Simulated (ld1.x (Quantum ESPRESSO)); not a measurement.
**u(r) = r·R(r): atom against pseudo-atom (V (Z = 23))**

Columns: radius, all-electron u(r) and pseudo u(r) of the 3s shell (level -70.79 eV) of vanadium in the configuration [Ne] 3s2 3p6 3d3 4s1.5 4p0.5; Wu–Cohen, scalar-relativistic, PAW scheme, ld1.x (Quantum ESPRESSO) 7.5.

| r (bohr) | all-electron | pseudo |
| --- | --- | --- |
| 0.110 | -0.1961 | 0.2961 |
| 0.220 | -0.6005 | 0.5725 |
| 0.330 | -0.2476 | 0.8115 |
| 0.440 | 0.3030 | 0.9992 |
| 0.550 | 0.7522 | 1.1272 |
| 0.660 | 1.0238 | 1.1925 |
| 0.770 | 1.1357 | 1.1983 |
| 0.880 | 1.1328 | 1.1526 |
| 0.990 | 1.0599 | 1.0672 |
| 1.100 | 0.9508 | 0.9559 |
| 1.210 | 0.8285 | 0.8325 |
| 1.320 | 0.7069 | 0.7090 |
| 1.430 | 0.5937 | 0.5942 |
| 1.540 | 0.4927 | 0.4927 |
| 1.650 | 0.4049 | 0.4049 |
| 1.760 | 0.3303 | 0.3303 |
| 1.870 | 0.2678 | 0.2678 |
| 1.980 | 0.2162 | 0.2162 |
| 2.090 | 0.1737 | 0.1737 |
| 2.200 | 0.1392 | 0.1392 |
| 2.310 | 0.1112 | 0.1112 |
| 2.420 | 0.0887 | 0.0887 |
| 2.530 | 0.0706 | 0.0706 |
| 2.640 | 0.0561 | 0.0561 |
| 2.750 | 0.0445 | 0.0445 |
| 2.860 | 0.0352 | 0.0352 |

Question: How many radial nodes do the two functions have?

Answer: The all-electron 3s function has n − l − 1 = 2 (the table is too coarse to show those close to the nucleus); the pseudo-wave has 0, since the states of the same l below it are removed with the core.

Question: At about which radius was the pseudo-wave matched?

Answer: 1.55 bohr. The columns agree to 0.0005 from 1.43 bohr on; several derivatives are matched, so the curves merge somewhat inside the radius.

Question: Is the pseudo-wave norm-conserving?

Answer: No, it belongs to a PAW set: the norm inside the radius is not constrained, and the difference is carried by the augmentation charge.
